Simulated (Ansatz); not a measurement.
Na₆P⁻. Charge -1, multiplicity 1. Geometry PBE-D4/def2-SVPD; atoms count from 1.

```tsv
atom	x (Å)	y (Å)	z (Å)
P1	-0.003	0.004	0.005
Na2	2.093	-1.747	0.174
Na3	0.853	0.309	2.586
Na4	-0.846	-0.325	-2.579
Na5	1.100	2.156	-1.281
Na6	-2.096	1.755	-0.195
Na7	-1.100	-2.151	1.290
```

The restricted singlet is unstable towards broken spin symmetry at other levels; at PBE0-D4/def2-TZVPD this wasn't settled. The highest occupied level of the charge -1 singlet lies above zero (up to 0.09 eV). The electron is either unbound and held by the finite basis, or the level is raised by self-interaction error. The geometry of the singlet was relaxed on an unsound state (restricted singlet, unstable towards broken spin symmetry at other levels and untested here). Another isomer (singlet) lies 0.07 eV lower at PBE0-D4/def2-TZVPD; other spin states weren't run for this one.

(1) Estimate the Mulliken populations from the PBE0/def2-TZVPD orbitals of Ansatz.

(2) And the Mayer bond orders between bonded heavy atoms (over 0.3)?

## Answers

(1) 
```
atom  charge (e)
  P1       -1.38
 Na2        0.06
 Na3        0.07
 Na4        0.06
 Na5        0.06
 Na6        0.07
 Na7        0.06
```
Mulliken values and Mayer orders depend strongly on the basis. With diffuse functions, as here, like atoms can get unlike values, and bond orders can come out too low or too high.

(2) P1–Na2 0.36 (2.74 Å); P1–Na3 0.36 (2.74 Å); P1–Na4 0.36 (2.74 Å); P1–Na5 0.36 (2.74 Å); P1–Na6 0.36 (2.74 Å); P1–Na7 0.36 (2.74 Å); Na2–Na3 0.31 (3.40 Å); Na2–Na7 0.31 (3.41 Å); Na3–Na7 0.31 (3.40 Å); Na4–Na5 0.31 (3.41 Å); Na4–Na6 0.31 (3.40 Å); Na5–Na6 0.31 (3.40 Å).
